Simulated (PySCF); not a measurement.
I₄Se, SMILES I[Se+](I)(I)I, charge +1, multiplicity 2. Atoms are numbered in the order given.

```xyz
5

Se     0.0000     0.0000     0.0000
I     -1.4932     1.4932     1.4932
I      1.4932     1.4932    -1.4932
I      1.4932    -1.4932     1.4932
I     -1.4932    -1.4932    -1.4932
```
Charge +1, spin multiplicity 2.

Geometry: PBE0-D3(BJ)/def2-SVP. The def2 effective core potentials stand for the cores of I; spin–orbit coupling is left out.

All values below come from PBE/def2-TZVP (PySCF).

ESP charges are fitted to the potential on shells at 1.4 to 2.0 van der Waals radii. Atomic charges (e):

```
atom  ESP fit  Löwdin  Mulliken  Mulliken spin
----  -------  ------  --------  -------------
Se1         …    0.02      0.31           0.00
I2          …    0.25      0.17           0.25
I3          …    0.25      0.17           0.25
I4          …    0.25      0.17           0.25
I5          …    0.25      0.17           0.25
```

Problem. What belongs in the gaps? (Estimate from the structure and the level; the computed values follow.)

Solution. 
- Se1, ESP fit: -0.72
- I2, ESP fit: 0.43
- I3, ESP fit: 0.43
- I4, ESP fit: 0.43
- I5, ESP fit: 0.43

Problem. Give the Mayer and Wiberg (Löwdin basis) orders of the bonds. (Estimate from the structure and the level; the computed values follow.)

Solution. 
```
bond    Mayer  Wiberg
------  -----  ------
Se1–I2   0.97    1.42
Se1–I3   0.97    1.42
Se1–I4   0.97    1.42
Se1–I5   0.97    1.42
```
